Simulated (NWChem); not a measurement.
Species: CrO$_{2}$F cation; SMILES [Cr+](=[O])([F])=[O]

The spin multiplicity was typed, not searched, and may not be the lowest.

Question: Give the equilibrium geometry at PBE-D3(BJ)/def2-SVP (NWChem) as an XYZ file, with the point group.

Answer: point group Cs; any orientation.
```
4

Cr     0.2752    -0.0551     0.0000
O     -0.2926    -0.7730     1.2361
O     -0.2926    -0.7730    -1.2361
F     -0.2055     1.5458     0.0000
```
